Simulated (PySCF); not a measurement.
Compound: CH5ClSSi.
Bonds: C1–S2, S2–Si3, Si3–Cl4. Hydrogens: H5, H6, H7 on C1; H8, H9 on Si3.

Method: PBE0-D3(BJ)/def2-SVP geometry optimisation, gas phase (PySCF 2.14.0); density fitting, grid level 1; the optimiser is geomeTRIC in internal coordinates, started from a GFN2-xTB structure.

Step 0: E = -32332.9859 eV
```
atom  x, y, z in Å  |  force x, y, z in eV/Å
C1     -0.7320    1.2117   -1.2444    0.706   0.157  -0.138
S2      0.6894    2.0124   -2.0551    0.157   0.227  -0.248
Si3     2.2863    1.1568   -0.9105   -1.461   0.079  -0.230
Cl4     4.0089    1.8779   -1.6233    1.108   0.457  -0.434
H5     -0.6672    0.1364   -1.3718   -0.137  -0.517  -0.006
H6     -0.7486    1.4715   -0.1913   -0.174   0.065   0.500
H7     -1.6222    1.5904   -1.7345   -0.382   0.139  -0.179
H8      2.2396   -0.2916   -1.0637    0.110  -0.688   0.040
H9      2.0992    1.5420    0.4823    0.075   0.082   0.695
```

Step 1: E = -32333.0746 eV
```
atom  x, y, z in Å  |  force x, y, z in eV/Å
C1     -0.7172    1.2204   -1.2532   -0.102  -0.008   0.008
S2      0.6866    2.0391   -2.0807   -0.013  -0.031   0.025
Si3     2.2317    1.1555   -0.9172    0.502   0.148  -0.091
Cl4     4.0306    1.9085   -1.6522   -0.325  -0.142   0.129
H5     -0.6765    0.1270   -1.3681   -0.001   0.020  -0.013
H6     -0.7689    1.4800   -0.1851    0.001   0.010  -0.026
H7     -1.6286    1.5895   -1.7458    0.047  -0.021   0.027
H8      2.2621   -0.3310   -1.0371   -0.055   0.011  -0.034
H9      2.1334    1.5181    0.5269   -0.054   0.013  -0.025
```

**Question.** Estimate the geometry and energy of step 2. (The exact step hangs on the optimiser's Hessian estimate; all steps are aligned on step 1, rigid shifts and turns removed.)

**Answer.** E = -32333.0800 eV, largest force 0.257 eV/Å
```
atom  x, y, z in Å  |  force x, y, z in eV/Å
C1     -0.7196    1.2187   -1.2514   -0.007  -0.005   0.006
S2      0.6897    2.0355   -2.0753   -0.046  -0.002  -0.001
Si3     2.2437    1.1583   -0.9166    0.241   0.069  -0.057
Cl4     4.0328    1.9050   -1.6506   -0.177  -0.077   0.075
H5     -0.6800    0.1258   -1.3669    0.006   0.003  -0.003
H6     -0.7747    1.4806   -0.1847    0.005   0.004  -0.004
H7     -1.6273    1.5880   -1.7468    0.007   0.006  -0.007
H8      2.2578   -0.3272   -1.0450   -0.016  -0.002  -0.007
H9      2.1308    1.5226    0.5250   -0.013   0.003  -0.002
```

The energy changes by -0.0054 eV. The first-order estimate −F·Δx gives -0.0077 eV and the mean of the old and new forces, exact on a quadratic surface, -0.0054 eV. The step makes an angle of 56° with the force vector and moves no atom by more than 0.012 Å.

What follows is the cost of the whole optimisation. Hardware: one thread, Intel Xeon 6975P-C (x86_64) (shared host). Cost: 9.8 s, 0.39 GiB resident at most.
